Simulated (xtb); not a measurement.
hexafluorodisilane (F6Si2), singlet, at a GFN2-xTB geometry; GFN0-xTB (xtb 6.7.1).

Input for xtb:
```
$ xtb mol.xyz --gfn 0 --grad --json

# file mol.xyz
8

F      1.91144099    -0.24336418    -1.23186550
Si     1.11552550    -0.05340670     0.12300950
F      1.76075357     1.23559388     0.77677538
F      1.61318454    -1.24527155     1.03791126
Si    -1.11552550     0.05340670    -0.12300950
F     -1.61318454     1.24527155    -1.03791126
F     -1.76075357    -1.23559388    -0.77677538
F     -1.91144099     0.24336418     1.23186550
```

Q: Predict the main parts of the log of this xtb run.

A: 
```
   ID    Z sym.   atoms
    1    9 F      1, 3, 4, 6-8
    2   14 Si     2, 5

           -------------------------------------------------
          |                Calculation Setup                |
           -------------------------------------------------

           -------------------------------------------------
          |                 G F N 0 - x T B                 |
           -------------------------------------------------

          ...................................................
          :                      SETUP                      :
          :.................................................:
          :  # basis functions                  44          :
          :  # atomic orbitals                  42          :
          :  # shells                           18          :
          :  # electrons                        50          :
          :  electronic temp.          300.0000000     K    :
          :  accuracy                    1.0000000          :
          :  -> integral cutoff          0.2500000E+02      :
          :  -> integral neglect         0.1000000E-07      :
          ...................................................

         :::::::::::::::::::::::::::::::::::::::::::::::::::::
         ::                     SUMMARY                     ::
         :::::::::::::::::::::::::::::::::::::::::::::::::::::
         :: total energy             -26.929883625444 Eh    ::
         :: gradient norm              0.077010655238 Eh/a0 ::
         :: HOMO-LUMO gap              4.557966956122 eV    ::
         ::.................................................::
         :: H0 energy                -26.848263414550 Eh    ::
         :: repulsion energy           0.177236607263 Eh    ::
         :: electrostat energy        -0.256305181537 Eh    ::
         :: -> Gsolv                   0.000000000000 Eh    ::
         ::    -> Gsasa                0.000000000000 Eh    ::
         ::    -> Gshift               0.000000000000 Eh    ::
         :: dispersion energy         -0.002551636620 Eh    ::
         :: short-range corr.          0.000000000000 Eh    ::
         :: add. restraining           0.000000000000 Eh    ::
         :: total charge               0.000000000000 e     ::
         :::::::::::::::::::::::::::::::::::::::::::::::::::::

           -------------------------------------------------
          |                Property Printout                |
           -------------------------------------------------

    * Orbital Energies and Occupations

         #    Occupation            Energy/Eh            Energy/eV
      -------------------------------------------------------------
         1        2.0000           -0.8588633             -23.3709
       ...           ...                  ...                  ...
        13        2.0000           -0.4540369             -12.3550
        14        2.0000           -0.4484393             -12.2027
        15        2.0000           -0.4458741             -12.1329
        16        2.0000           -0.4458741             -12.1329
        17        2.0000           -0.4456168             -12.1258
        18        2.0000           -0.4456168             -12.1258
        19        2.0000           -0.4403904             -11.9836
        20        2.0000           -0.4403904             -11.9836
        21        2.0000           -0.4400610             -11.9747
        22        2.0000           -0.4400601             -11.9746
        23        2.0000           -0.4400191             -11.9735
        24        2.0000           -0.4400191             -11.9735
        25        2.0000           -0.4044721             -11.0062 (HOMO)
        26                         -0.2369699              -6.4483 (LUMO)
        27                         -0.2369699              -6.4483
        28                         -0.1854775              -5.0471
        29                         -0.1548130              -4.2127
        30                         -0.1548130              -4.2127
        31                         -0.0469169              -1.2767
        32                          0.0407969               1.1101
        33                          0.0407969               1.1101
        34                          0.0770525               2.0967
        35                          0.0770525               2.0967
        36                          0.3051395               8.3033
       ...                                ...                  ...
        42                          0.9365698              25.4854
      -------------------------------------------------------------
                  HL-Gap            0.1675022 Eh            4.5580 eV
             Fermi-level            0.0000000 Eh            0.0000 eV

     #   Z          covCN         q      C6AA      α(0)
     1   9 F        0.705    -0.233    11.644     3.932
     2  14 Si       3.075     0.700   179.185    28.190
     3   9 F        0.705    -0.233    11.644     3.932
     4   9 F        0.705    -0.233    11.644     3.932
     5  14 Si       3.075     0.700   179.185    28.190
     6   9 F        0.705    -0.233    11.644     3.932
     7   9 F        0.705    -0.233    11.644     3.932
     8   9 F        0.705    -0.233    11.644     3.932

 Mol. C6AA /au·bohr⁶  :       2082.824559
 Mol. C8AA /au·bohr⁸  :      91565.486531
 Mol. α(0) /au        :         79.971148

Wiberg/Mayer (AO) data.
largest (>0.10) Wiberg bond orders for each atom

 ---------------------------------------------------------------------------
     #   Z sym  total        # sym  WBO       # sym  WBO       # sym  WBO
 ---------------------------------------------------------------------------
     1   9 F    1.100 --     2 Si   1.052
     2  14 Si   4.118 --     4 F    1.052     1 F    1.052     3 F    1.052
                             5 Si   0.922
     3   9 F    1.100 --     2 Si   1.052
     4   9 F    1.100 --     2 Si   1.052
     5  14 Si   4.118 --     6 F    1.052     8 F    1.052     7 F    1.052
                             2 Si   0.922
     6   9 F    1.100 --     5 Si   1.052
     7   9 F    1.100 --     5 Si   1.052
     8   9 F    1.100 --     5 Si   1.052
 ---------------------------------------------------------------------------

Topologies differ in total number of bonds
Writing topology from bond orders to xtbtopo.mol

 dipole moment from electron density (au)
     X       Y       Z
   0.0000  -0.0000  -0.0000  total (Debye):    0.000

           -------------------------------------------------
          | TOTAL ENERGY              -26.929883625444 Eh   |
          | GRADIENT NORM               0.077010655238 Eh/α |
          | HOMO-LUMO GAP               4.557966956122 eV   |
           -------------------------------------------------

normal termination of xtb
```
